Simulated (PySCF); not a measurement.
## Working out the ionisation energy of Co⁺

Co⁺ [Ar] 3d8 (3F) → Co²⁺ [Ar] 3d7 (4F). Calculation: PySCF 2.14, in aug-cc-pVTZ-DK; scalar relativity by spin-free X2C-1e. Frozen: [Ar]. Energies in hartree (1 hartree = 27.21139 eV):

```tsv
part	Co⁺ (lower)	Co²⁺ (upper)
UHF	-1391.576891	-1391.055525
CCSD correlation	-0.267713	-0.184418
(T)	-0.010382	-0.003785
```

**Question.** What does Hartree-Fock give?

**Answer.** (-1391.055525) − (-1391.576891) = 0.521366 hartree = 14.187 eV.

**Question.** What do CCSD and CCSD(T) give?

**Answer.** The CCSD correlation energies differ by 0.083295 hartree = 2.267 eV and the triples by 0.006597 hartree = 0.180 eV, so CCSD gives 16.454 eV and CCSD(T) 16.634 eV.

Reference: 17.084 eV (measured; NIST Atomic Spectra Database, ionization energies), between the lowest levels; spin-orbit coupling is absent from the calculation.

What remains against the reference includes basis incompleteness, the frozen core and higher excitations.
